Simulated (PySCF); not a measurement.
isobutene (C4H8), singlet, geometry from GFN2-xTB; CISD/6-31G** in PySCF.

PySCF was given this input:
```python
from pyscf import gto, scf, ci

mol = gto.Mole()
mol.atom = '''
    C    -0.00358310   -0.00726810    1.44953113
    C    -0.00031404   -0.00063701    0.12704302
    H    -0.00279626    0.90390212    2.02374365
    H    -0.00718605   -0.92415062    2.01456675
    C     0.00471228    1.26727735   -0.67219236
    H     0.00522655    2.14004904   -0.02485143
    H     0.88583506    1.30548006   -1.31233657
    H    -0.87305594    1.30972549   -1.31666310
    C    -0.00135772   -1.26047284   -0.68488177
    H    -0.00505058   -2.13969210   -0.04633590
    H    -0.87930414   -1.29223249   -1.32972503
    H     0.87958687   -1.29647792   -1.32539850
'''
mol.basis = '6-31g**'
mol.verbose = 4
mol.build()

mf = scf.RHF(mol)
mf.kernel()

myci = ci.CISD(mf)
myci.kernel()
print('E(CISD) = %.10f' % myci.e_tot)
```

Output, abridged:

```
PySCF version 2.14.0

[INPUT] verbose = 4
[INPUT] num. atoms = 12
[INPUT] num. electrons = 32
[INPUT] charge = 0
[INPUT] spin (= nelec alpha-beta = 2S) = 0
[INPUT] symmetry False subgroup None
[INPUT] Mole.unit = angstrom
[INPUT] Symbol           X                Y                Z      unit          X                Y                Z       unit  Magmom
[INPUT]  1 C     -0.003583100000  -0.007268100000   1.449531130000 AA   -0.006771077677  -0.013734718446   2.739216844731 Bohr   0.0
[INPUT]  2 C     -0.000314040000  -0.000637010000   0.127043020000 AA   -0.000593449592  -0.001203774439   0.240076513838 Bohr   0.0
[INPUT]  3 H     -0.002796260000   0.903902120000   2.023743650000 AA   -0.005284165573   1.708127450214   3.824321244828 Bohr   0.0
[INPUT]  4 H     -0.007186050000  -0.924150620000   2.014566750000 AA   -0.013579666417  -1.746391569647   3.806979417155 Bohr   0.0
[INPUT]  5 C      0.004712280000   1.267277350000  -0.672192360000 AA    0.008904918622   2.394807115365  -1.270259463425 Bohr   0.0
[INPUT]  6 H      0.005226550000   2.140049040000  -0.024851430000 AA    0.009876748076   4.044106578738  -0.046962396504 Bohr   0.0
[INPUT]  7 H      0.885835060000   1.305480060000  -1.312336570000 AA    1.673985654938   2.466999774481  -2.479956700551 Bohr   0.0
[INPUT]  8 H     -0.873055940000   1.309725490000  -1.316663100000 AA   -1.649836618025   2.475022474462  -2.488132657321 Bohr   0.0
[INPUT]  9 C     -0.001357720000  -1.260472840000  -0.684881770000 AA   -0.002565718954  -2.381948455053  -1.294238973007 Bohr   0.0
[INPUT] 10 H     -0.005050580000  -2.139692100000  -0.046335900000 AA   -0.009544212970  -4.043432059895  -0.087562160735 Bohr   0.0
[INPUT] 11 H     -0.879304140000  -1.292232490000  -1.329725030000 AA   -1.661644004796  -2.441965495365  -2.512816127679 Bohr   0.0
[INPUT] 12 H      0.879586870000  -1.296477920000  -1.325398500000 AA    1.662178287063  -2.449988195346  -2.504640170909 Bohr   0.0

nuclear repulsion = 120.428265436835
number of shells = 48
number of NR pGTOs = 164
number of NR cGTOs = 96
basis = 6-31g**
ecp = {}

******** <class 'pyscf.scf.hf.RHF'> ********
method = RHF
initial guess = minao
damping factor = 0
level_shift factor = 0
DIIS = <class 'pyscf.scf.diis.CDIIS'>
diis_start_cycle = 1
diis_space = 8
diis_damp = 0
SCF conv_tol = 1e-09
SCF conv_tol_grad = None
SCF max_cycles = 50
direct_scf = True
direct_scf_tol = 1e-13
Set gradient conv threshold to 3.16228e-05
Initial guess from minao.
init E= -156.742651039186
  HOMO = -0.249836817535781  LUMO = 0.0723061929433726  gap/eV = 8.76596
cycle= 1 E= -156.082403098902  delta_E= 0.66  |g|= 0.331  |ddm|= 2.77
  HOMO = -0.345228634817585  LUMO = 0.181993360747155  gap/eV = 14.34644
cycle= 2 E= -156.119972133945  delta_E= -0.0376  |g|= 0.0972  |ddm|= 0.38
  HOMO = -0.343954108484496  LUMO = 0.193810244579852  gap/eV = 14.63331
cycle= 3 E= -156.122760472475  delta_E= -0.00279  |g|= 0.0474  |ddm|= 0.143
  HOMO = -0.343961756774132  LUMO = 0.192846561319456  gap/eV = 14.60730
cycle= 4 E= -156.123379292213  delta_E= -0.000619  |g|= 0.00503  |ddm|= 0.0492
  HOMO = -0.343639603080821  LUMO = 0.193182387191841  gap/eV = 14.60767
cycle= 5 E= -156.123388541414  delta_E= -9.25e-06  |g|= 0.00128  |ddm|= 0.00925
  HOMO = -0.343789399780117  LUMO = 0.193094148868935  gap/eV = 14.60935
cycle= 6 E= -156.123389310686  delta_E= -7.69e-07  |g|= 0.000449  |ddm|= 0.00251
  HOMO = -0.343713473469379  LUMO = 0.193162757957736  gap/eV = 14.60915
cycle= 7 E= -156.123389417994  delta_E= -1.07e-07  |g|= 0.000142  |ddm|= 0.000965
  HOMO = -0.343724209765409  LUMO = 0.19315094369687  gap/eV = 14.60912
cycle= 8 E= -156.12338943274  delta_E= -1.47e-08  |g|= 4.33e-05  |ddm|= 0.000393
  HOMO = -0.343714739881292  LUMO = 0.193158568901686  gap/eV = 14.60907
cycle= 9 E= -156.123389433977  delta_E= -1.24e-09  |g|= 1.44e-05  |ddm|= 0.000101
  HOMO = -0.343718218378329  LUMO = 0.193155797480779  gap/eV = 14.60909
cycle= 10 E= -156.123389434115  delta_E= -1.39e-10  |g|= 2.22e-06  |ddm|= 3.77e-05
  HOMO = -0.34371787235998  LUMO = 0.193156100903791  gap/eV = 14.60908
Extra cycle  E= -156.123389434117  delta_E= -1.71e-12  |g|= 8.36e-07  |ddm|= 3.72e-06
converged SCF energy = -156.123389434117

******** <class 'pyscf.ci.cisd.RCISD'> ********
CISD nocc = 16, nmo = 96
max_cycle = 50
direct = 0
conv_tol = 1e-09
max_cycle = 50
max_space = 12
lindep = 0
nroots = 1
Init t2, MP2 energy = -0.573689087609236
RCISD converged
E(RCISD) = -156.6581416695034  E_corr = -0.5347522353862102
E(CISD) = -156.6581416695
```
